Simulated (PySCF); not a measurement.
PySCF input file for BiCl2, SMILES [Cl][Bi][Cl], multiplicity 2, TDA-B3LYP/def2-SVPD. Geometry: B3LYP-D3(BJ)/def2-TZVP. The multiplicity is an assumed one; other spin states were not compared. The isomer is the one that the SMILES or the coordinates give; other isomers of the formula were not compared. The def2 effective core potentials stand for the cores of Bi; spin–orbit coupling is left out.

```python
import numpy as np
from pyscf import gto, scf, dft, tdscf

mol = gto.M(
    atom='''
    Bi    0.00000000   -0.00000000    0.46136453
    Cl    0.00000000    1.87460424   -1.12627223
    Cl    0.00000000   -1.87460422   -1.12627224
    ''',
    basis='def2-SVPD',
    ecp={'Bi': 'def2-svp'},
    charge=0,
    spin=1,
    max_memory=1600,
    verbose=4,
)
mf = dft.UKS(mol, xc='b3lyp').density_fit(auxbasis='def2-universal-jkfit')
mf.grids.level = 3
mf.conv_tol = 1e-9
mf.max_cycle = 100
mf.kernel()
fine, coarse = mf.grids, dft.Grids(mol).set(level=1).build(with_non0tab=True)
for _ in range(3):  # follow internal instabilities
    mf.grids = coarse
    mo, _, stable, _ = mf.stability(return_status=True, nroots=4)
    mf.grids = fine
    if stable:
        break
    mf.kernel(mf.make_rdm1(mo, mf.mo_occ))
mf.grids = dft.Grids(mol).set(level=1).build(with_non0tab=True)  # coarser grid for the response kernel
td = tdscf.TDA(mf)
td.nstates = 10
td.conv_tol = 1e-4
td.positive_eig_threshold = 1e-6
td.kernel(x0=td.get_init_guess(mf, 15))
td.analyze(verbose=3)
```

Program output:

```
PySCF version 2.14.0

[INPUT] verbose = 4
[INPUT] num. atoms = 3
[INPUT] num. electrons = 57
[INPUT] charge = 0
[INPUT] spin (= nelec alpha-beta = 2S) = 1
[INPUT] symmetry False subgroup None
[INPUT] Mole.unit = angstrom
[INPUT] Symbol           X                Y                Z      unit          X                Y                Z       unit  Magmom
[INPUT]  1 Bi     0.000000000000   0.000000000000   0.461364530000 AA    0.000000000000   0.000000000000   0.871852605289 Bohr   0.0
[INPUT]  2 Cl     0.000000000000   1.874604240000  -1.126272230000 AA    0.000000000000   3.542488605548  -2.128346056403 Bohr   0.0
[INPUT]  3 Cl     0.000000000000  -1.874604220000  -1.126272240000 AA    0.000000000000  -3.542488567754  -2.128346075300 Bohr   0.0

nuclear repulsion = 209.243595593537
number of shells = 34
number of NR pGTOs = 157
number of NR cGTOs = 86
basis = def2-SVPD
ecp = {'Bi': 'def2-svp'}


******** <class 'pyscf.df.df_jk.DFUKS'> ********
method = DFUKS
initial guess = minao
damping factor = 0
level_shift factor = 0
DIIS = <class 'pyscf.scf.diis.CDIIS'>
diis_start_cycle = 1
diis_space = 8
diis_damp = 0
SCF conv_tol = 1e-09
SCF conv_tol_grad = None
SCF max_cycles = 100
direct_scf = False
number electrons alpha = 29  beta = 28
XC library pyscf.dft.libxc version 7.1.2
    S. Lehtola, C. Steigemann, M. J. T. Oliveira, and M. A. L. Marques,  SoftwareX 7, 1–5 (2018)
XC functionals = b3lyp
    P. J. Stephens, F. J. Devlin, C. F. Chabalowski, and M. J. Frisch,  J. Phys. Chem. 98, 11623 (1994)
radial grids:
    Treutler-Ahlrichs [JCP 102, 346 (1995); DOI:10.1063/1.469408] (M4) radial grids

becke partition: Becke, JCP 88, 2547 (1988); DOI:10.1063/1.454033
pruning grids: <function nwchem_prune>
grids dens level: 3
symmetrized grids: False
atomic radii adjust function: <function treutler_atomic_radii_adjust>
small_rho_cutoff = 0
Set gradient conv threshold to 3.16228e-05
tot grids = 61208
******** <class 'pyscf.df.df.DF'> ********
auxbasis = def2-universal-jkfit
init E= -1108.25566486527
  alpha nocc = 29  HOMO = -0.670966670174575  LUMO = -0.610991014635773
  beta  nocc = 28  HOMO = -0.68438490979191  LUMO = -0.670966670174551

WARN: HOMO -0.670966670174575 >= LUMO -0.670966670174551

cycle= 1 E= -1132.83819593581  delta_E= -24.6  |g|=  1.8  |ddm|= 9.59
  alpha nocc = 29  HOMO = -0.0385726234572421  LUMO = 0.0127805668339226
  beta  nocc = 28  HOMO = -0.0592973908381032  LUMO = -0.0373611886225778
  HOMO = -0.0385726234572  LUMO = -0.0373611886226  gap/eV = 0.03296
cycle= 2 E= -1128.98420695564  delta_E= 3.85  |g|= 2.93  |ddm|= 6.79
  alpha nocc = 29  HOMO = -0.187504346942298  LUMO = -0.107403320727622
  beta  nocc = 28  HOMO = -0.35722757137443  LUMO = -0.173527714350882
  HOMO = -0.187504346942  LUMO = -0.173527714351  gap/eV = 0.38032
cycle= 3 E= -1134.88452623439  delta_E= -5.9  |g|= 0.287  |ddm|= 4.43
  alpha nocc = 29  HOMO = -0.194803673531936  LUMO = -0.0639954564093818
  beta  nocc = 28  HOMO = -0.281652415662098  LUMO = -0.119429201590883
  HOMO = -0.194803673532  LUMO = -0.119429201591  gap/eV = 2.05104
cycle= 4 E= -1134.92055896973  delta_E= -0.036  |g|= 0.155  |ddm|= 0.548
  alpha nocc = 29  HOMO = -0.218788675758269  LUMO = -0.0872757063453965
  beta  nocc = 28  HOMO = -0.320511269543819  LUMO = -0.138679946795666
  HOMO = -0.218788675758  LUMO = -0.138679946796  gap/eV = 2.17987
cycle= 5 E= -1134.93321476345  delta_E= -0.0127  |g|= 0.0275  |ddm|= 0.214
  alpha nocc = 29  HOMO = -0.22441204320674  LUMO = -0.0900423762768483
  beta  nocc = 28  HOMO = -0.31670902687758  LUMO = -0.142495024093424
  HOMO = -0.224412043207  LUMO = -0.142495024093  gap/eV = 2.22908
cycle= 6 E= -1134.93374277727  delta_E= -0.000528  |g|= 0.0125  |ddm|= 0.0622
  alpha nocc = 29  HOMO = -0.224365768373424  LUMO = -0.0900166780613022
  beta  nocc = 28  HOMO = -0.318693672240466  LUMO = -0.141726615362879
  HOMO = -0.224365768373  LUMO = -0.141726615363  gap/eV = 2.24873
cycle= 7 E= -1134.93386581157  delta_E= -0.000123  |g|= 0.00177  |ddm|= 0.0179
  alpha nocc = 29  HOMO = -0.223938939299671  LUMO = -0.0895412275274654
  beta  nocc = 28  HOMO = -0.318515978049754  LUMO = -0.141116381763089
  HOMO = -0.2239389393  LUMO = -0.141116381763  gap/eV = 2.25372
cycle= 8 E= -1134.93386852598  delta_E= -2.71e-06  |g|= 0.000416  |ddm|= 0.00345
  alpha nocc = 29  HOMO = -0.223914373497934  LUMO = -0.0894770574123361
  beta  nocc = 28  HOMO = -0.318447767204892  LUMO = -0.141013041318231
  HOMO = -0.223914373498  LUMO = -0.141013041318  gap/eV = 2.25586
cycle= 9 E= -1134.93386881745  delta_E= -2.91e-07  |g|= 0.00015  |ddm|= 0.0013
  alpha nocc = 29  HOMO = -0.223933738107036  LUMO = -0.089483262296406
  beta  nocc = 28  HOMO = -0.318458026447241  LUMO = -0.141018842129289
  HOMO = -0.223933738107  LUMO = -0.141018842129  gap/eV = 2.25623
cycle= 10 E= -1134.93386885022  delta_E= -3.28e-08  |g|= 5.83e-05  |ddm|= 0.000448
  alpha nocc = 29  HOMO = -0.2239451440416  LUMO = -0.0894910138750009
  beta  nocc = 28  HOMO = -0.318464317270798  LUMO = -0.141028095374541
  HOMO = -0.223945144042  LUMO = -0.141028095375  gap/eV = 2.25629
cycle= 11 E= -1134.93386885473  delta_E= -4.51e-09  |g|= 1.81e-05  |ddm|= 0.000172
  alpha nocc = 29  HOMO = -0.223941974009115  LUMO = -0.0894886678217586
  beta  nocc = 28  HOMO = -0.31846492457347  LUMO = -0.141026443118381
  HOMO = -0.223941974009  LUMO = -0.141026443118  gap/eV = 2.25625
cycle= 12 E= -1134.93386885519  delta_E= -4.62e-10  |g|= 1.78e-06  |ddm|= 5.86e-05
  alpha nocc = 29  HOMO = -0.223941711148903  LUMO = -0.0894883864355332
  beta  nocc = 28  HOMO = -0.31846479861258  LUMO = -0.141026149491809
  HOMO = -0.223941711149  LUMO = -0.141026149492  gap/eV = 2.25625
Extra cycle  E= -1134.9338688552  delta_E= -7.73e-12  |g|= 9.72e-07  |ddm|= 6.77e-06
converged SCF energy = -1134.9338688552  <S^2> = 0.75184715  2S+1 = 2.0018463
tot grids = 21392
uhf_internal: lowest eigs of H = [0.16243686 0.18036009 0.27233517 0.27684011]
<class 'pyscf.df.df_jk.DFUKS'> wavefunction is stable in the internal stability analysis
tot grids = 21392
Overwritten attributes  positive_eig_threshold  of <class 'pyscf.tdscf.uks.TDA'>


******** <class 'pyscf.tdscf.uks.TDA'> for <class 'pyscf.df.df_jk.DFUKS'> ********
nstates = 10
deg_eia_thresh = 1.000e-03
wfnsym = None
conv_tol = 0.0001
eigh lindep = 1e-12
eigh level_shift = 0
eigh max_cycle = 100


Excitation energies (eV)
[2.21758261 2.47704881 3.7316296  3.80686782 3.92568533 4.36358399
 4.7104211  4.76399421 4.80240353 4.94082377]

** Excitation energies and oscillator strengths **
Excited State   1:      2.21758 eV    559.10 nm  f=0.0009
Excited State   2:      2.47705 eV    500.53 nm  f=0.0000
Excited State   3:      3.73163 eV    332.25 nm  f=0.0000
Excited State   4:      3.80687 eV    325.69 nm  f=0.0011
Excited State   5:      3.92569 eV    315.83 nm  f=0.0123
Excited State   6:      4.36358 eV    284.13 nm  f=0.0065
Excited State   7:      4.71042 eV    263.21 nm  f=0.0007
Excited State   8:      4.76399 eV    260.25 nm  f=0.0011
Excited State   9:      4.80240 eV    258.17 nm  f=0.0008
Excited State  10:      4.94082 eV    250.94 nm  f=0.0000
```

Self-consistency was reached.
